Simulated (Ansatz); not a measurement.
Isolated molecules relaxed with PBE0-D4/def2-TZVP in Ansatz; ΔE leaves out vibrations. CBS: MP2 limit from def2 TZ/QZ plus the TZ coupled-cluster correction, frozen cores. Functionals use def2-TZVPP. For Br outer-core shells are correlated without core-valence functions, which leaves a few kJ/mol of doubt a bond. Scalar relativity is left out up to krypton. One conformer a species, not always the lowest.

Reaction (redistribution): `C[SiH2][SiH2]Br` + `OCNBCl` → `C[SiH2]BCl` + `OCN[SiH2]Br`

| level | ΔE (kJ/mol) |
| --- | --- |
| PBE | 107.6 |
| SCS-MP2/def2-TZVPP | 96.2 |

Problem. What does CCSD(T)/CBS give? (An estimate is asked.)

Solution. Computed: +97.7 kJ/mol. The listed levels differ from it by 9.9, -1.5 kJ/mol.

Largest T1 diagnostic among the species: 0.012.

In def2-TZVPP, CCSD(T) changes the Hartree–Fock value by +7.9 kJ/mol (the triples alone add +1.5 kJ/mol) and MP2 by +8.2 kJ/mol.
